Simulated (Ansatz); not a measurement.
A CCSD(T) single point on C$_{2}$H$_{5}$AlClF.

```yaml
crystal:
  periodic: [false, false, false]
  atoms:
    - {symbol: F, position_ang: [1.339697, 1.695937, 0.775064]}
    - {symbol: C, position_ang: [0.109834, -1.242699, 0.225801]}
    - {symbol: Cl, position_ang: [-1.311806, -2.146474, 0.500737]}
    - {symbol: C, position_ang: [0.379345, -0.627838, -0.928592]}
    - {symbol: Al, position_ang: [-0.261885, 1.377329, 0.432857]}
    - {symbol: H, position_ang: [0.795098, -1.238694, 1.066204]}
    - {symbol: H, position_ang: [1.338928, -0.137378, -1.054879]}
    - {symbol: H, position_ang: [-0.299542, -0.668975, -1.770796]}
    - {symbol: H, position_ang: [-1.158092, 0.949106, 1.662469]}
    - {symbol: H, position_ang: [-0.848578, 1.988688, -0.905766]}
basis:
  gaussian: {orbitals: def2-TZVPP}
correlation: {method: ccsd_t}
```

```sh
$ ansatz run in.yaml --threads 4 --pin off --events-out ev --progress --plain --max-ram 10444MiB
```

Log, shortened:

```
Functional definition: HF
1467 factors; integrals over basis functions are off by at most 1.1e-3 eV
mean field evaluation 1: about -23932.5075 eV, gradient 3.8e1 eV
mean field evaluation 2: about -23932.7400 eV, gradient 3.8e1 eV
mean field evaluation 4: about -23936.0766 eV, gradient 3.6e0 eV
mean field evaluation 8: about -23936.1459 eV, gradient 3.4e-1 eV
mean field evaluation 16: about -23936.1467 eV, gradient 2.7e-6 eV
mean field -23936.14669813 eV, -879.6371666532 hartree, gradient 2.7e-6 eV, S^2 0.000000; 0 other end points of the search recorded, 0 dependent functions left out
13 core orbitals not correlated: weight in the atoms' cores, before any rotation towards them, 1.000 or more for the frozen orbitals, at most 0.000 for the correlated occupied ones
reference -23936.14669813 eV, -879.6371666532 hartree; 15, 15 occupied and 219, 219 virtual orbitals, 1467 factors
second order -23.49284229 eV of doubles, -0.00000000 eV of singles
cycle   1  -24.01904080 eV  change   -5.3e-1 eV  update   1.1e-1
cycle   2  -24.59747278 eV  change   -5.8e-1 eV  update   3.2e-2
cycle   3  -24.73827877 eV  change   -1.4e-1 eV  update   1.7e-2
cycle   4  -24.72645098 eV  change    1.2e-2 eV  update   3.9e-3
cycle   5  -24.72554113 eV  change    9.1e-4 eV  update   1.8e-3
cycle   6  -24.72643213 eV  change   -8.9e-4 eV  update   5.2e-4
cycle   7  -24.72629272 eV  change    1.4e-4 eV  update   2.0e-4
cycle   8  -24.72620057 eV  change    9.2e-5 eV  update   7.3e-5
cycle   9  -24.72620547 eV  change   -4.9e-6 eV  update   2.9e-5
perturbative correction -0.95369959 eV, -0.0350478135 hartree
Total energy: -23961.82660318 eV, -880.5808857576 hartree
```

Run time 2.2 min (4 threads of an Arm Neoverse V2 on a shared host); peak host memory 5 GiB.

MP2 recovers 91.5 % of the CCSD(T) correlation energy and the triples give 3.7 %; T1 = 0.0114.
